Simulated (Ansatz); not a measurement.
`[OH][W]([OH])([OH])([F])=[S]`. The species carries charge 0 and has multiplicity 1. Correlated methods include outer-core shells of W, which these sets cover unevenly. W takes the def2 core potential.

```csv
atom,x (Å),y (Å),z (Å)
O1,0.5558,-1.0812,-1.3351
W2,-0.0958,0.2619,-0.1689
O3,1.6548,0.7631,0.2181
O4,-0.5431,0.4460,1.6628
F5,-1.6195,-0.8821,-0.1443
S6,-0.8243,1.9116,-1.2765
H7,-0.0602,-1.7572,-1.6317
H8,2.3096,0.2648,0.7141
H9,-1.3773,0.0730,1.9616
```

Task: Give the diagnostics of a CCSD(T)/def2-TZVPP run (frozen core, Ansatz 0.2.0). (An estimate is asked.)

Result: Ansatz gave: T1 = 0.0219, largest single amplitude 0.061, largest double 0.073, (T) share of the correlation energy 4.9 %, 14 CCSD cycles. The RHF solution is stable towards an unrestricted one. T1 lies over the customary mark of 0.02 for closed shells; compounds of d metals often pass it without a breakdown.
